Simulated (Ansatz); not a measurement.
Reaction (ligand exchange at the Si–C bond): `O[SiH2]/C=C/Cl` + `N[Si](O)(Cl)Cl` → `O[SiH2]N[Si](O)(Cl)Cl` + `C=CCl`

Calculated with Ansatz (gas phase, PBE0-D4/def2-TZVP geometries, no zero-point term in ΔE). CCSD(T)/CBS adds triple-zeta CCSD(T) − MP2 to the extrapolated MP2 energy (def2 sets, frozen cores). This one scheme is used for every species. Functionals use def2-TZVPP. Each species was taken in one conformer, which may not be the lowest.

| level | ΔE (eV) |
| --- | --- |
| r2SCAN-D4 | -0.68 |
| PBE0-D4 | -0.66 |
| ωB97M-V | -0.71 |
| SCS-MP2/def2-TZVPP | -0.71 |
| CCSD/def2-TZVPP | -0.72 |
| CCSD(T)/def2-TZVPP | -0.72 |
| SCS-MP2/def2-QZVPP | -0.71 |
| HF/CBS(def2) | -0.72 |

Problem. What does CCSD(T)/CBS give? (Best estimate.)

Solution. Computed: -0.71 eV. The listed levels differ from it by 0.03, 0.05, 0.00, 0.00, -0.01, -0.01, 0.00, -0.01 eV.

Largest T1 diagnostic among the species: 0.011.

The D4 term adds −0.06 eV with B3LYP and −0.04 eV with PBE0; it sums over pairs of atoms, weighted by their polarisabilities, and B3LYP, whose exchange is more repulsive, gets the larger term. From PBE to PBE0 (25 % exact exchange), in def2-TZVPP and without D4, ΔE moves by −0.04 eV.

B3LYP here is the variant with VWN-RPA as its local correlation; programs differ in this.
